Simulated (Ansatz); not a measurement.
Relaxation of H6SSn (8 atoms, charge 0, multiplicity 1), to a largest force component of 0.03 eV/Å in at most 50 steps.

Level of theory: RKS PBE0-D4/def2-SVP (Ansatz 0.2.0).

```xyz
8
Properties=species:S:1:pos:R:3
Sn -0.569 0.008 -0.468
H 0.144 0.090 2.392
H 0.855 -0.116 0.464
H -0.559 1.460 -1.366
H -0.697 -1.341 -1.512
S -2.501 -0.076 1.015
H -3.151 -0.912 0.176
H -0.506 0.013 2.688
```

**Question.** Where does it end, and by what steps?

**Answer.** The run converged. The force dipped under the threshold on the way, but the program's further checks kept it going. After 44 steps the energy has fallen by 0.220 eV; H3 moved furthest, 1.71 Å.

```
step  energy less start (eV)  largest force component (eV/Å)  accepted
   0                  0.0000                           1.631       yes
   2                 -0.1587                           0.082       yes
   4                 -0.1834                           0.108       yes
   6                 -0.1886                           0.062       yes
   8                 -0.1900                           0.339        no
  10                 -0.1933                           0.057       yes
  12                 -0.1942                           0.065       yes
  14                 -0.1960                           0.094       yes
  16                 -0.1974                           0.069       yes
  18                 -0.1986                           0.079       yes
  20                 -0.2002                           0.086       yes
  22                 -0.2015                           0.090       yes
  24                 -0.2032                           0.154       yes
  26                 -0.1961                           0.579        no
  28                 -0.2075                           0.140       yes
  30                 -0.2095                           0.123       yes
  32                 -0.2112                           0.084       yes
  34                 -0.2130                           0.033       yes
  36                 -0.2150                           0.065       yes
  38                 -0.2163                           0.095       yes
  40                 -0.2178                           0.100       yes
  42                 -0.2194                           0.077       yes
  44                 -0.2205                           0.028       yes
```

```xyz
8
Properties=species:S:1:pos:R:3
Sn -0.545 0.193 -0.764
H -0.043 -1.067 3.236
H 0.696 1.326 -0.446
H -1.146 0.361 -2.361
H -0.026 -1.416 -0.488
S -2.294 0.747 0.830
H -3.044 -0.334 0.523
H -0.584 -0.681 2.859
```

Whether the end is a true minimum wasn't checked by a vibrational analysis.

Run time: 2.1 min on 1 thread of Arm Neoverse V1, on a shared host, peak memory 0.15 GiB.
